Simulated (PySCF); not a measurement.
C6H8NO (charge -1).
Structure used (GFN2-xTB), in Å, numbered top down from 1:
```xyz
16
C6H8NO angstrom
C      2.1033    1.0524   -0.3108
O      2.0186    0.0588    0.6753
C      1.0922   -0.9831    0.3025
C     -0.3150   -0.5283    0.1191
C     -1.3521   -0.5996    1.0402
C     -2.4667   -0.0384    0.4051
C     -2.0253    0.3392   -0.8516
N     -0.7256    0.0491   -1.0406
H      2.5347    1.9418    0.1532
H      2.7514    0.7262   -1.1408
H      1.1086    1.2748   -0.7133
H      1.4720   -1.4538   -0.6214
H      1.1615   -1.7032    1.1247
H     -1.3031   -1.0151    2.0382
H     -3.4652    0.0743    0.8094
H     -2.5968    0.8138   -1.6416
```

Probes without a nucleus sit at each ring's centroid and 1 Å off its mean plane on both sides; NICS is minus the shielding there, NICSzz its component along the normal. Level: GIAO PBE0/pcSseg-1 (PySCF, non-relativistic, gas phase) on the GFN2-xTB geometry, one conformer.

Ring bond lengths (Å), with Mayer bond orders in brackets: C4–C5 1.389 (1.38), C5–C6 1.400 (1.38), C6–C7 1.384 (1.41), C7–N8 1.345 (1.46), N8–C4 1.359 (1.37).

Question: What do the NICS probes read (ppm)?

Answer: 
| ring | type | NICS(0) | NICS(1), two faces | NICS(1)zz, two faces | rms pucker (Å) | centre to ring atoms, mean (Å) |
| --- | --- | --- | --- | --- | --- | --- |
| C4–C5–C6–C7–N8 | 5-membered ring with N; formal bonds all aromatic | -12.9 | -11.8 / -12.7 | -32.0 / -34.1 | 0.00 | 1.17 |

Question: What do they say, and how far can they be read as aromaticity?

Answer: 
- C4–C5–C6–C7–N8: mean NICS(1)zz -33.1 ppm, shielded. For a flat ring without four-coordinate atoms the NICS criterion counts such a value as aromatic.

Question: And the bond-length index? Use HOMA with the parameters of Krygowski (1993).

Answer: 
- C4–C5–C6–C7–N8: HOMA 0.98; the largest term is that of N8–C4, α(R − Ropt)² = 0.06. The geometric and the magnetic index point the same way.

The run took 36 s of wall time on an Arm Neoverse N1 with one thread, shared host with 64 logical CPUs at a one-minute load of 16, and the process peaked at 0.79 GiB of memory. This is the whole shielding run at PBE0/pcSseg-1, SCF included.
